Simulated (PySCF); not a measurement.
GdF3(H2O) at several levels of theory

Computed with PySCF 2.14.0 (density fitting, no spin-orbit coupling) at the geometry relaxed with r2SCAN:

```xyz
7
GdF3(H2O) (singlet in the valence; each metal's 4f electrons, 7 of them, lie in its core potential, out of spins and levels)
Gd    0.0855   -0.0810    0.0810
F     1.1091    1.3495    1.1474
F    -1.3095   -1.1467    1.1467
F     1.1091   -1.1474   -1.3495
O    -1.3158    1.3382   -1.3382
H    -1.6632    2.2152   -1.1204
H    -1.6632    1.1204   -2.2152
```

| level | basis | state | HOMO (eV) | gap (eV) | charge on Gd1 (e) | population of f-type functions on Gd1 (polarisation alone where 4f lies in the core) | dipole about the centre of mass (D) | largest force component (eV/Å) |
| --- | --- | --- | --- | --- | --- | --- | --- | --- |
| r2SCAN | Gd lcecp-1-SVP with ECP53, F def2-SVP, O def2-SVP, H def2-SVP | singlet | -7.88 | 6.59 | 1.18 | 0.09 | 6.92 | 0.01 |
| TPSSh | the same | singlet | -8.30 | 6.84 | 1.17 | 0.09 | 6.92 | 0.13 |
| PBE0 | Gd def2-SVP with ECP28, F def2-SVP, O def2-SVP, H def2-SVP | octet | -8.99 | 6.69 | 1.35 | 6.93 | 6.85 | 0.64 |

In the lcecp rows the 4f levels are missing from HOMO and gap, and the state counts the valence alone.

HOMO and gap are taken over both spins. Charges are Mulliken's, which hang on the basis. The relaxation used the grid (50, 194), these runs (75, 302) or, all-electron (x2c bases, spin-free X2C Hamiltonian), (99, 590).

**Question.** A further run in the first row's basis gives HOMO (eV) -14.55, gap (eV) 15.65, charge on Gd1 (e) 1.73, population of f-type functions on Gd1 (polarisation alone where 4f lies in the core) 0.09, dipole about the centre of mass (D) 7.40, largest force component (eV/Å) 0.91. Which level was it?
A. M06-L
B. TPSS
C. HF

**Answer.** C. The others give HOMO -7.53 eV (TPSS); -7.72 eV (M06-L).

In the first row's basis the gap widens with exact exchange: 5.8 to 6.6 eV for TPSS, M06-L, r2SCAN (none); 6.8 eV for TPSSh (a fixed share); 15.7 eV for Hartree–Fock (rising or full at long range).

No frequency check is given that shows the relaxed geometry to be a minimum. An lcecp potential fixes the number of 4f electrons, so in runs with it no electron can move into or out of that shell.

Rows with open f shells in the valence may stand above their lowest state, and their gaps can end on f levels.
